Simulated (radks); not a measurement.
Results of a calculation; reference values are marked as such.
Ionisation of the manganese ion Mn+, [Ar] 3d5 4s1, to Mn2+, [Ar] 3d5, under several functionals. Non-relativistic Kohn-Sham, spin-polarised, spherical densities, point nucleus; open shells are filled with parallel spins first; a radial shooting solver on a logarithmic mesh with Libxc functionals.

| functional | E(Mn+) (hartree) | Exc (hartree) | IE (eV) | -e(HOMO) (eV) | <r> HOMO (bohr) | IE error (eV) |
|---|---|---|---|---|---|---|
| XLYP | -1150.99756 | -52.16518 | 16.039 | 12.319 | 2.772 | +0.399 |
| exchange-only B88 | -1149.73821 | -50.87201 | 15.833 | 12.202 | 2.784 | +0.193 |
| r2SCAN | -1150.72317 | -51.91429 | 15.953 | 12.725 | 2.754 | +0.313 |
| BP86 | -1150.88644 | -52.05102 | 16.173 | 12.628 | 2.753 | +0.533 |
| AM05 | -1148.53200 | -49.65100 | 16.033 | 12.489 | 2.755 | +0.393 |
| LDA (Slater exchange, VWN5 correlation) | -1148.36892 | -49.48213 | 16.324 | 12.695 | 2.751 | +0.684 |
| PBE | -1150.49294 | -51.65240 | 16.104 | 12.457 | 2.771 | +0.464 |
| TASK exchange with Perdew-Wang LDA correlation | -1150.28544 | -51.48621 | 15.490 | 13.171 | 2.704 | -0.150 |
| RPBE | -1150.68440 | -51.84959 | 15.968 | 12.357 | 2.779 | +0.328 |

NIST Atomic Spectra Database: 15.640 eV (measured). Closest: TASK exchange with Perdew-Wang LDA correlation. The Delta-SCF values span 0.83 eV, the total energies 2.63 hartree. The highest occupied level is 4s. Open shells are spherical and high-spin; term and fine-structure splittings are not resolved.
